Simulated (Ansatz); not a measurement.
```
atom   x (Å)   y (Å)   z (Å)
   F  0.0000  0.0000  0.0000
   F  0.0000  0.0000  2.8239
```

Basis set: pcseg-2 (spherical functions). Charge 0, multiplicity 1.

Computed with Ansatz (development build ahead of 0.2.0); each method stands on the lowest determinant of its kind that the runs found. Restricted functionals stand beside restricted open-shell atoms, which can lie above the unrestricted atoms usual in DFT and then raise those values.

Give the atomization energy at this shape (free ground-state atoms in the same class of orbitals less the molecule, no zero-point energy) of singlet F2 by PBE (unrestricted), PBE (restricted), RHF.

```tsv
method	atomization energy
PBE (unrestricted)	1.05 kcal/mol
PBE (restricted)	-33.13 kcal/mol
RHF	-198.07 kcal/mol
```

Caution: the shape is not the minimum. Caution for PBE (unrestricted): the unrestricted determinant is a mixture of spin states. Caution for PBE (restricted): an unrestricted determinant lies well below. Caution for PBE (restricted), RHF: the molecule lies well above its atoms at this level. Caution for RHF: in another basis set an unrestricted determinant lies well below.
